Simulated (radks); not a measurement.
Question: Ionisation of the nitrogen ion N+, [He] 2s2 2p2, to [He] 2s2 2p1 as the strength of local exchange is varied. Calculated with a radial shooting solver on a logarithmic mesh with Libxc functionals: Dirac Kohn-Sham, Slater X-alpha exchange (alpha = 2/3 is LDA exchange), no correlation, spin-unpolarised, spherical densities, finite nucleus; open shells fill j = l - 1/2 first; Fermi nuclear charge, rms radius 2.5582 fm.

alpha  E(N+) (hartree)  exchange (hartree)  IE (eV)  -e of the level emptied (eV)  <r> of it (bohr)
0.609        -52.68512            -4.84500   26.505                18.503 (2p1/2)             1.305
0.616        -52.74083            -4.90443   26.622                18.609 (2p1/2)             1.303
0.651        -53.02002            -5.20280   27.211                19.142 (2p1/2)             1.291
0.667        -53.14800            -5.33990   27.483                19.388 (2p1/2)             1.286
1.026        -56.07773            -8.53174   33.929                25.307 (2p1/2)             1.181
x            -55.95309            -8.39395   33.646                25.045 (2p1/2)             1.185

Which alpha was used in the last row?

Answer: alpha = 1.011. NIST Atomic Spectra Database: 29.601 eV (semi-empirical). The Delta-SCF value meets it near alpha = 0.79. Spin polarisation and multiplet splitting are left out, so open shells lie too high by an amount that depends on their filling.

Beside tabulated values, note that spin-unpolarised runs miss the spin-polarisation part of the exchange energy of open shells.
